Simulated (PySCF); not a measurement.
Si(NHSiH3)(Me)(Cl)2 (CH7Cl2NSi2), SMILES [Si](N[SiH3])(Cl)(C)Cl.

Geometry optimised at PBE0-D3(BJ)/def2-SVP. The values are those of a single conformer.

Two levels are set side by side: TDA-PBE/def2-SVPD (PySCF) and TDA-ωB97X/def2-SVPD (PySCF). Vertical, same geometry. The lowest singlet is HOMO→LUMO 98 % with PBE and HOMO→LUMO 77 %, HOMO→LUMO+2 14 % with the other functional; states are paired by order. Differences are taken from unrounded values.

```
quantity                              TDA-ωB97X  TDA-PBE  TDA-PBE minus TDA-ωB97X
------------------------------------  ---------  -------  -----------------------
lowest singlet excitation (eV)             7.09     5.87                    -1.22
lowest triplet excitation (TDA) (eV)       6.76     5.60                    -1.16
```

Functionals without exact exchange tend to place singlet excitations lower, as here. Differences between two approximate levels are no errors against the true value.

Rough cost on one machine, each run with all the roots and properties that it gave: TDA-ωB97X against TDA-PBE about 5 times.
